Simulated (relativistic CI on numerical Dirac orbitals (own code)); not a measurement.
Calculated at this level of theory: Dirac-Coulomb-Breit CI, separate exchange-only KLI orbitals for each configuration, model QED (radiative potential, 1s self-energy scaled to tabulated hydrogen-like ionisation energies), unscaled Slater integrals (own radial code, finite nucleus).

Configurations in the expansion (outside the closed core [Ne]): 3s2 3p6 3d10, 3s2 3p6 3d9 4s, 3s2 3p6 3d9 4p, 3s2 3p6 3d9 4d, 3s2 3p5 3d10 4s, 3s2 3p6 3d9 4f, 3s2 3p5 3d10 4p, 3s2 3p6 3d8 4s2, 3s2 3p5 3d10 4d, 3s2 3p6 3d8 4s 4p, 3s 3p6 3d10 4s, 3s2 3p6 3d9 5s, 3s2 3p6 3d8 4p2, 3s2 3p5 3d10 4f, 3s2 3p6 3d8 4s 4d, 3s2 3p6 3d9 5p, 3s 3p6 3d10 4p, 3s2 3p6 3d9 5d, 3s2 3p5 3d9 4s2, 3s2 3p6 3d8 4p 4d, 3s2 3p6 3d9 5f, 3s2 3p6 3d9 5g, 3s2 3p5 3d9 4s 4p, 3s 3p6 3d10 4d, 3s2 3p6 3d8 4d2, 3s2 3p5 3d9 4p2, 3s2 3p5 3d9 4s 4d, 3s 3p6 3d10 4f, 3s2 3p6 3d9 6s, 3s 3p6 3d9 4s2, 3s2 3p5 3d10 5s, 3s2 3p6 3d9 6p, 3s2 3p4 3d10 4s2, 3s2 3p5 3d9 4p 4d, 3s2 3p6 3d9 6d, 3s2 3p5 3d10 5p. Levels of other configurations are missing.

At this charge energies of transitions that change n are usually good to better than 1 %, and those within a shell (Δn = 0) to a few per cent.

Outline of the computed level scheme of Lu XLIV. Lowest level of each configuration: 3s2 3p6 3d10 1S_0 at 0.00 eV; 3s2 3p6 3d9 4s 3D_3 at 1394.03 eV; 3s2 3p6 3d9 4p 3P°_2 at 1483.46 eV; 3s2 3p6 3d9 4d 3S_1 at 1700.26 eV; 3s2 3p5 3d10 4s 3P°_2 at 1813.00 eV; 3s2 3p6 3d9 4f 3P°_0 at 1861.80 eV.

Some strong electric-dipole decays among the lowest 45 levels: 3s2 3p5 3d10 4s 1P°_1 → 3s2 3p6 3d10 1S_0 (1.8e+13 s⁻¹); 3s2 3p6 3d9 4p 1P°_1 → 3s2 3p6 3d10 1S_0 (1.0e+13 s⁻¹); 3s2 3p6 3d9 4p 3D°_1 → 3s2 3p6 3d10 1S_0 (5.0e+12 s⁻¹); 3s2 3p5 3d10 4s 1P°_1 → 3s2 3p6 3d9 4s 1D_2 (1.7e+12 s⁻¹); 3s2 3p5 3d10 4s 3P°_2 → 3s2 3p6 3d9 4s 3D_3 (1.6e+12 s⁻¹); 3s2 3p6 3d9 4p 3P°_1 → 3s2 3p6 3d10 1S_0 (1.2e+12 s⁻¹); 3s2 3p6 3d9 4d 3G_3 → 3s2 3p6 3d9 4p 3F°_2 (6.2e+11 s⁻¹); 3s2 3p6 3d9 4d 3G_4 → 3s2 3p6 3d9 4p 3F°_3 (6.1e+11 s⁻¹).

LS names give the leading component of a level, which can be under half, so a name can repeat, a term be missing and a line seem to break the LS rules.
